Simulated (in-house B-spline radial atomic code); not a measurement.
Configurations of Ca⁴⁺, with energies counted from [Ne] 3s2 3p4. Level of theory: non-relativistic LDA exchange-only, spin-polarised, spherical fractional occupations, point nucleus; calculated with a radial B-spline atomic code at the basis-set limit. Shells without spins written out take the highest spin.

Occupations are held fixed; configurations that lie above the ionisation limit could autoionise.

| configuration | E - E(ref) (eV) | highest orbital | its <r> (bohr) |
| --- | --- | --- | --- |
| [Ne] 3s1 3p5 | 19.263 | 3p down | 1.171 |
| [Ne] 3s2 3p3 4s1 | 40.341 | 4s up | 2.494 |
| [Ne] 3s2 3p(0 up, 3 down) 4p(0 up, 1 down) | 46.105 | 4p down | 2.704 |
| [Ne] 3s2 3p(2 up, 1 down) 4f(0 up, 1 down) | 64.4 | 4f down | 3.363 |
| [He] 2s2 2p(2 up, 3 down) 3s2 3p(2 up, 3 down) | 327.45 | 3p up | 1.119 |
| [He] 2s2 2p5 3s2 3p4 4f1 | 393.54 | 4f up | 3.278 |

Question: Order these further configurations by energy, lowest first.
A. [He] 2s2 2p5 3s2 3p4 4p1
B. [Ne] 3s1 3p4 4f1
C. [Ne] 3s(0 up, 1 down) 3p(1 up, 3 down) 4p(0 up, 1 down)
D. [Ne] 3s1 3p4 4d1
E. [Ne] 3s2 3p3 4d1

Answer: E (54.533 eV), C (65.636 eV), D (74.06 eV), B (79.465 eV), A (378.78 eV).

Question: How far above the reference does [He] 2s2 2p5 3s2 3p4 4s1 lie?

Answer: 373.04 eV; its least bound orbital is 4s up with <r> = 2.446 bohr.
